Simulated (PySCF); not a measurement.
Species: In(PH3)Cl3.
Structure used (PBE0-D3(BJ)/def2-SVP), in Å, numbered top down from 1:
```
atom  x, y, z in Å
In1    0.0353    0.0086   -1.4813
P2    -0.0223   -0.0003    1.2375
H3     0.6720    1.0331    1.9108
H4     0.5209   -1.1334    1.8887
H5    -1.2809    0.0806    1.8803
Cl6    2.3677   -0.0173   -1.7420
Cl7   -1.1368    2.0027   -1.8470
Cl8   -1.1559   -1.9741   -1.8470
```

The calculation used TDDFT wB97X-D/def2-SVPD, vertical, gas phase, core orbitals frozen in the response, def2 core potentials past Kr in PySCF 2.14.0, density-fitted response routines. Spin–orbit coupling is left out.

Kohn–Sham orbitals with the atoms that hold most of them (Löwdin shares over 4%, at most four atoms; ? is withheld):

| orbital | ε (eV) | atoms |
| --- | --- | --- |
| HOMO-3 | -10.82 | Cl7 36%, Cl8 33%, Cl6 24%, In1 7% |
| HOMO-2 | -10.81 | Cl6 48%, Cl7 23%, Cl8 22%, In1 7% |
| HOMO-1 | -10.73 | Cl8 26%, Cl7 24%, Cl6 21%, P2 18% |
| HOMO | -10.70 | Cl8 43%, Cl7 38%, Cl6 19% |
| LUMO | ? | ? |
| LUMO+1 | 0.82 | P2 50%, H4 13%, H3 12%, In1 9% |
| LUMO+2 | 0.84 | P2 50%, H5 15%, In1 9%, H3 8% |

(1) Which atoms hold the LUMO, and with what shares?

(2) What is the LUMO energy, and the HOMO–LUMO gap?

Results:

(1) In1 (bonded to 3 Cl and P) 35%; Cl6 (bonded to In) 18%; Cl7 (bonded to In) 17%; Cl8 (bonded to In) 17%. By element: chlorine 51%, indium 35%.

(2) ε(LUMO) = -0.57 eV; the gap is 10.13 eV (0.3723 hartree).

Problem. The HOMO–LUMO gap is 10.13 eV. Where does the response calculation put the lowest singlet, and from which orbitals?

Solution. S1 is at 5.65 eV (f = 0.0001), 4.48 eV below the gap, made of HOMO→LUMO (92%). 

Next come S2 at 5.83 eV (f 0.0066), HOMO-4→LUMO (60%), HOMO-2→LUMO (33%); S3 at 5.83 eV (f 0.0067), HOMO-5→LUMO (70%), HOMO-3→LUMO (22%); S4 at 5.87 eV (f 0.141), HOMO-1→LUMO (92%); S5 at 5.87 eV (f 0.062), HOMO-2→LUMO (55%), HOMO-4→LUMO (33%).

Orbitals of the list HOMO-3 to LUMO+2 that lie within 0.01 eV of each other are written together with a slash and their weights summed (≥ marks a lower bound); for degenerate orbitals outside that list single weights are arbitrary.
